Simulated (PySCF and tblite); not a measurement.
C5H6N2, numbered as in [N:1]#[C:2][CH2:3][CH2:4][CH2:5][C:6]#[N:7]. Conformers came from 90 starts (ETKDG and KDG, MMFF94s, GFN2-xTB); geometries are PBE0-D3(BJ)/def2-SVP. Energies: PBE0-D3(BJ)/pcSseg-1 (IEF-PCM, cyclohexane), with GFN2-xTB thermal terms (modes under about 100 cm⁻¹ blended into free rotors). Symmetry numbers and mirror images are counted. Conformers within 3 kcal/mol (GFN2-xTB free energy) were kept, 5 at most. GIAO shieldings: PBE0/pcSseg-1 (IEF-PCM, cyclohexane). Shifts are against TMS (¹H), TMS (¹³C), NH3 (¹⁵N) at the same level. Programs: PySCF with density fitting and tblite.

Torsions listed: C2–C3–C4–C5, C3–C4–C5–C6. Of a mirror pair one member is shown.

| conformer | shape | point group | mirror pair | ΔE(DFT) | Δ(G−E) at 330 K | δ H3/H5 (ppm) |
| --- | --- | --- | --- | --- | --- | --- |
| 1 | 63°, 62° | C2 | yes | 0.00 | 0.00 | 2.52 |
| 2 | -60°, -179° | C1 | yes | 0.74 | -0.15 | 2.31 |
| 3 | 180°, 180° | C2v | no | 1.51 | -0.29 | 2.03 |
| 4 | 72°, -72° | Cs | no | 2.90 | -0.20 | 2.32 |

Energies in kcal/mol; the thermal term leaves out symmetry numbers and mirror images.

Q: Work out the weights at 330 K and the ¹H shift of H3/H5 under fast exchange.

A: RT = 0.656 kcal/mol. Each conformer gets RT ln(σ/g), with σ the rotational symmetry number and g = 2 for a mirror pair: 1: σ = 2, g = 2, G = 0.00 + 0.00 + 0.00 = 0.00, 0.00 above the lowest, exp(−ΔG/RT) = 1.000; 2: σ = 1, g = 2, G = 0.74 − 0.15 − 0.45 = 0.14, 0.14 above the lowest, exp(−ΔG/RT) = 0.814; 3: σ = 2, g = 1, G = 1.51 − 0.29 + 0.45 = 1.67, 1.67 above the lowest, exp(−ΔG/RT) = 0.078; 4: σ = 1, g = 1, G = 2.90 − 0.20 + 0.00 = 2.70, 2.70 above the lowest, exp(−ΔG/RT) = 0.016. The sum is 1.908, so the weights are 52.4, 42.7, 4.1, 0.9 %. The averaged shift is 2.41 ppm. At 298.15 K it is 2.42 ppm. At 298.15 K the leading conformer alone gives 2.52 ppm and bare DFT energies give 2.45 ppm.


¹⁵N shifts are against a computed isolated NH3 molecule, about 20 ppm from the liquid.